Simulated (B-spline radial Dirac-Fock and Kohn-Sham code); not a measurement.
## Auger decay of the 2p1/2 hole in Mo⁶⁺

System: molybdenum as Mo⁶⁺ in the configuration [Ar] 3d10 4s2 4p6, inside a Watson sphere of charge -6 and radius 3 Å (a model of the Madelung potential; inside it an electron's potential energy is raised by 28.8 eV).

Method: one-electron (LDA, Dirac) transition rates at Dirac-Fock energies. Computed with a radial B-spline solver. Kinetic energies are configuration averages from the vacuum level; the two-hole energies are estimated from single-hole states.

| transition | kinetic energy (eV) | width (meV) | share (%) |
| --- | --- | --- | --- |
| L2-M1M2 | 1597.8 | 59.4 | 4.0 |
| L2-M1M3 | 1616.0 | 5.28 | 0.4 |
| L2-M2M2 | 1685.4 | 55.5 | 3.7 |
| L2-M2M3 | 1706.4 | 187 | 12.4 |
| L2-M3M3 | 1723.8 | 4.90 | 0.3 |
| L2-M1M5 | 1780.9 | 8.58 | 0.6 |
| L2-M2M5 | 1873.8 | 175 | 11.6 |
| L2-M2M4 | 1874.6 | 95.5 | 6.4 |
| L2-M3M4 | 1889.1 | 123 | 8.2 |
| L2-M3M5 | 1894.5 | 15.9 | 1.1 |
| L2-M1N2 | 1998.5 | 7.47 | 0.5 |
| L2-M4M4 | 2053.8 | 107 | 7.1 |
| L2-M4M5 | 2056.4 | 476 | 31.7 |
| L2-M2N1 | 2059.6 | 11.5 | 0.8 |
| L2-M5M5 | 2060.2 | 21.8 | 1.5 |
| L2-M2N2 | 2093.1 | 16.8 | 1.1 |
| L2-M2N3 | 2095.7 | 32.0 | 2.1 |
| L2-M3N2 | 2110.3 | 24.3 | 1.6 |
| L2-M4N2 | 2276.5 | 12.5 | 0.8 |
| L2-M5N2 | 2279.5 | 20.6 | 1.4 |
| L2-M4N3 | 2279.5 | 20.4 | 1.4 |

The listed channels hold 99 % of the non-radiative rate. Summed by principal shells, of 1.50 eV in all: LMM 89.3 %, LMN 10.3 %, LNN 0.5 %.
